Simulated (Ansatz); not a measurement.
Species: HSiOCl, charge 0, singlet. HSiOCl (SMILES O[Si]Cl).
B3LYP-D3(BJ)/def2-TZVP minimum from Ansatz (an electronic-structure program):
```xyz
4

Si     0.0035    -0.4947     0.7444
Cl     0.4099     1.2076    -0.4149
O     -0.7464    -1.4147    -0.4061
H     -1.0457    -2.2854    -0.1194
```
Charge 0, spin multiplicity 1.

Total energies in cc-pV(T+d)Z, 18 correlated electrons, 11 frozen orbitals. Open shells are spin-unrestricted; no spin-orbit coupling. Correlated methods leave the cores frozen. No relativity.

| method | program | energy (Eh) | minus CCSDT(Q) (mEh) |
|---|---|---|---|
| HF | Ansatz | -824.01434 | 580.91 |
| MP2 | Ansatz | -824.54358 | 51.67 |
| CCSD | Ansatz | -824.56984 | 25.41 |
| CCSD(T) | Ansatz | -824.59313 | 2.12 |
| CCSDT(Q) | Ansatz | -824.59525 | 0.00 |

Rough core times of Ansatz's runs on a shared machine: CCSD(T) under 20 s, CCSDT(Q) 50 min.
